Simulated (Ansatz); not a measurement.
A nudged elastic band was laid between two geometries of FH6PSi2 (10 atoms, charge 0, multiplicity 1).

Method: RKS r2SCAN-D4/6-31G (Ansatz).

```json
{
  "movable images": "5",
  "climbing image": "yes",
  "spring": "5.0 eV/Å²",
  "optimiser": "quadratic models (default)",
  "start path": "through a guess of the saddle point",
  "force threshold": "0.05 eV/Å",
  "iteration limit": "60",
  "end points": "relaxed"
}
```

Initial state:

```xyz
10
Properties=species:S:1:pos:R:3
F -1.761 0.736 2.222
Si -1.119 1.168 0.701
P 1.096 0.488 0.649
Si 0.910 -1.433 -0.659
H -1.992 0.512 -0.333
H -1.163 2.664 0.584
H 1.493 1.389 -0.416
H 0.156 -1.199 -1.940
H 0.174 -2.446 0.166
H 2.289 -1.929 -0.970
```

Final state:

```xyz
10
Properties=species:S:1:pos:R:3
F -2.125 0.119 -0.019
Si -1.036 1.228 0.706
P 1.127 0.855 0.008
Si 0.943 -1.435 -0.418
H -1.464 2.616 0.329
H -1.100 1.000 2.186
H 0.970 1.318 -1.355
H 0.016 -1.739 -1.556
H 0.436 -2.061 0.846
H 2.317 -1.953 -0.724
```

(1) Which bonds break or form, and what moves?

(2) Give the energies along the band, and the barrier.

(3) What is the geometry of the highest image?

## Answers

(1) No bond is made or broken. The dihedral H5–Si2–P3–Si4 goes from -15 to -148°.

(2) The forces met the threshold. The highest image is number 1 of 0 to 6, 0.3 kcal/mol above the first end and 2.9 kcal/mol above the last; the last end lies 2.6 kcal/mol below the first. A vibrational analysis at the climbing image gives one clearly imaginary mode, 41i cm⁻¹: a first-order saddle point. Limits of this set-up: no polarisation functions.

```json
{"image": "0", "path coordinate (Å)": "0.00", "energy (kcal/mol)": "0.0", "dihedral H5–Si2–P3–Si4 (°)": "-15"}
{"image": "1", "path coordinate (Å)": "1.18", "energy (kcal/mol)": "0.3", "dihedral H5–Si2–P3–Si4 (°)": "-44"}
{"image": "2", "path coordinate (Å)": "1.97", "energy (kcal/mol)": "0.0", "dihedral H5–Si2–P3–Si4 (°)": "-64"}
{"image": "3", "path coordinate (Å)": "2.75", "energy (kcal/mol)": "-0.6", "dihedral H5–Si2–P3–Si4 (°)": "-85"}
{"image": "4", "path coordinate (Å)": "3.54", "energy (kcal/mol)": "-1.4", "dihedral H5–Si2–P3–Si4 (°)": "-106"}
{"image": "5", "path coordinate (Å)": "4.32", "energy (kcal/mol)": "-2.2", "dihedral H5–Si2–P3–Si4 (°)": "-127"}
{"image": "6", "path coordinate (Å)": "5.11", "energy (kcal/mol)": "-2.6", "dihedral H5–Si2–P3–Si4 (°)": "-148"}
```

(3) 
```xyz
10
Properties=species:S:1:pos:R:3
F -1.859 0.287 1.831
Si -1.101 1.241 0.635
P 1.120 0.583 0.542
Si 0.900 -1.475 -0.538
H -1.865 1.027 -0.645
H -1.152 2.680 1.062
H 1.429 1.368 -0.640
H -0.064 -1.429 -1.694
H 0.416 -2.459 0.481
H 2.258 -1.873 -1.032
```

The run took 5.3 min on 1 thread of Intel(R) Xeon(R) 6975P-C (Granite Rapids), with other jobs on the host, peak memory 0.15 GiB.
